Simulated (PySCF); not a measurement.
**Electric field gradients and quadrupole coupling constants**

Compound: methyl butanoate, C₅H₁₀O₂.
Structure used (PBE0-D3(BJ)/def2-TZVP), in Å, numbered top down from 1:
```
atom  x, y, z in Å
C1    -2.283    0.587    0.237
C2    -1.657   -0.736   -0.166
C3    -0.340   -1.007    0.540
C4     0.774   -0.103    0.086
O5     0.790    0.528   -0.937
O6     1.788   -0.104    0.963
C7     2.914    0.683    0.590
H8    -2.476    0.621    1.314
H9    -1.627    1.423   -0.016
H10   -3.234    0.746   -0.275
H11   -1.486   -0.750   -1.245
H12   -2.345   -1.557    0.058
H13    0.001   -2.031    0.351
H14   -0.436   -0.920    1.626
H15    2.631    1.731    0.481
H16    3.637    0.567    1.394
H17    3.332    0.333   -0.354
```

Field gradients from the PBE0/pcSseg-2 density (PySCF, non-relativistic), principal values in atomic units, ordered |Vxx| ≤ |Vyy| ≤ |Vzz|:

```csv
atom,Vxx,Vyy,Vzz
O5,0.6169,0.9608,-1.5777
O6,-0.4930,-1.1673,1.6603
```

Question: Find the asymmetry η = (Vxx − Vyy)/Vzz and the couplings χ = eQV/h (234.96 MHz × Q in barn × V in au), with Q(17O) = −0.0256 b.

Answer: 
| atom | environment | nucleus | η | χzz (MHz) | χxx (MHz) | χyy (MHz) |
| --- | --- | --- | --- | --- | --- | --- |
| O5 | ester carbonyl oxygen | 17O | 0.22 | 9.49 | -3.71 | -5.78 |
| O6 | ester single-bonded oxygen | 17O | 0.41 | -9.99 | 2.97 | 7.02 |

Question: What is Vzz at O5 in SI units (1 au = 9.71736 × 10²¹ V/m²)?

Answer: -1.5777 au = -15.331 × 10²¹ V/m².

Question: And the gradient at the other heavy atoms, for which no coupling is worked out here?

Answer: 
```tsv
atom	environment	Vzz (au)	η
C1	methyl carbon	0.053	0.50
C2	chain CH2 carbon	0.080	0.88
C3	sp3 carbon next to a carbonyl	0.080	0.28
C4	ester carbonyl carbon	0.437	0.97
C7	methoxy carbon	0.473	0.02
```

Question: What couplings would deuterons (Q(2H) = 0.00286 b) have in place of the hydrogens, at this geometry?

Answer: 
| atom | bonded to | bond length (Å) | Vzz (au) | η | χzz (kHz) |
| --- | --- | --- | --- | --- | --- |
| H8 | C1 | 1.094 | 0.2840 | 0.03 | 191 |
| H9 | C1 | 1.092 | 0.2829 | 0.02 | 190 |
| H10 | C1 | 1.092 | 0.2871 | 0.02 | 193 |
| H11 | C2 | 1.093 | 0.2786 | 0.04 | 187 |
| H12 | C2 | 1.094 | 0.2809 | 0.03 | 189 |
| H13 | C3 | 1.096 | 0.2781 | 0.03 | 187 |
| H14 | C3 | 1.094 | 0.2788 | 0.03 | 187 |
| H15 | C7 | 1.091 | 0.2779 | 0.10 | 187 |
| H16 | C7 | 1.088 | 0.2847 | 0.08 | 191 |
| H17 | C7 | 1.091 | 0.2778 | 0.10 | 187 |

Isolated species at its PBE0-D3(BJ)/def2-TZVP geometry (one conformer only).
